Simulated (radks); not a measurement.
The numbers below are computed, except where a source is named.
Excited configurations of Bi III: one electron is placed in a higher orbital outside [Hg]. The ground configuration is [Hg] 6p1. Level of theory: Dirac Kohn-Sham, BLYP, spin-unpolarised, spherical densities, finite nucleus; open shells fill j = l - 1/2 first; Fermi nuclear charge, rms radius 5.5211 fm (a radial shooting solver on a logarithmic mesh with Libxc functionals). Excitation = E - E(ground); binding = E(ion) - E, where the ion is the core of charge +3; n* = 3/sqrt(2 binding) in atomic units, and the quantum defect is n - n*.

| outer orbital | excitation (eV) | binding (eV) | eigenvalue (eV) | <r> (bohr) |
|---|---|---|---|---|
| 5f5/2 | 16.761 | 8.653 | -6.388 | 4.720 |
| 6d3/2 | 12.490 | 12.924 | -10.210 | 3.958 |
| 6f5/2 | 19.481 | 5.934 | -4.774 | 8.408 |
| 7s1/2 | 11.590 | 13.825 | -11.607 | 4.584 |
| 7p1/2 | 14.163 | 11.252 | -9.432 | 5.314 |
| 7d3/2 | 17.939 | 7.475 | -6.225 | 7.549 |
| 7f5/2 | 21.237 | 4.178 | -3.481 | 13.04 |

The Delta-SCF ionisation energy is 25.415 eV (NIST Atomic Spectra Database: 25.571 eV, measured). Self-interaction in the functional shifts the binding energies and quantum defects, so they are the method's values and not measured ones. Spin polarisation and multiplet splitting are left out, so open shells lie too high by an amount that depends on their filling.

Beside tabulated values, note that spin-unpolarised runs miss the spin-polarisation part of the exchange energy of open shells.
